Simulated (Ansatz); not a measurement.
`N[SiH]([SiH3])[SnH3]` + H₂ → `N[SiH2][SnH3]` + SiH₄ at 700 K and 1 bar (hydrogenolysis of the Si–Si bond).

Calculated with Ansatz (gas phase, PBE0-D4/def2-TZVP geometries, no zero-point term in ΔE). CCSD(T)/CBS adds triple-zeta CCSD(T) − MP2 to the extrapolated MP2 energy (def2 sets, frozen cores). This one scheme is used for every species. def2 core potentials past Kr. For Sn outer-core shells are correlated without core-valence functions, which leaves a few kJ/mol of doubt a bond. One conformer a species, not always the lowest.

```json
{"species": "`N[SiH]([SiH3])[SnH3]`", "CCSD(T)/CBS energy (Eh)": "-852.30422", "H − E (kJ/mol)": "316.2", "S (J/(mol·K))": "580.3"}
{"species": "H₂", "CCSD(T)/CBS energy (Eh)": "-1.17544", "H − E (kJ/mol)": "46.8", "S (J/(mol·K))": "155.3"}
{"species": "`N[SiH2][SnH3]`", "CCSD(T)/CBS energy (Eh)": "-562.02294", "H − E (kJ/mol)": "244.7", "S (J/(mol·K))": "473.0"}
{"species": "SiH₄", "CCSD(T)/CBS energy (Eh)": "-291.46306", "H − E (kJ/mol)": "115.5", "S (J/(mol·K))": "252.9"}
```

H − E and S are ideal-gas, rigid-rotor, harmonic terms from PBE0-D4/def2-TZVP, for one conformer and one mirror image of each species. The MP2-based limit puts H₂ 0.8 mEh under its directly extrapolated value; such offsets cancel only in part. 1 Eh = 2625.50 kJ/mol, R = 8.31446 J/(mol·K).

Q: By hand: ΔE, ΔH, ΔS and ΔG.

A: ΔE = (-562.02294) + (-291.46306) − (-852.30422) − (-1.17544) = -0.00634 Eh = -16.6 kJ/mol. Δ(H − E) = 244.7 + 115.5 − 316.2 − 46.8 = -2.8, so ΔH = -19.4 kJ/mol. ΔS = 473.0 + 252.9 − 580.3 − 155.3 = -9.7 J/(mol·K). ΔG = -19.4 − 700 × (-9.7)/1000 = -12.6 kJ/mol.

Q: By hand: the equilibrium constant, and the temperature at which ΔG would vanish if ΔH and ΔS stayed fixed.

A: log₁₀ K = −ΔG/(RT ln 10) = 0.9. ΔG = 0 at ΔH/ΔS = 2000 K, though so small a ΔS makes that figure unsure.

TΔS isn't small against ΔH here. A doubt of 5 kJ/mol in ΔE shifts log₁₀ K by 0.4 here. Other conformers and mirror images would add mixing entropy, several J/(mol·K) or more a flexible species. Modes under 60 cm⁻¹, often nearly free rotors, make the harmonic entropy too high. These are equilibria of isolated gas molecules and say nothing of rates. Largest T1 diagnostic: 0.013 (customary marks: 0.02 for closed shells, 0.045 for open ones).
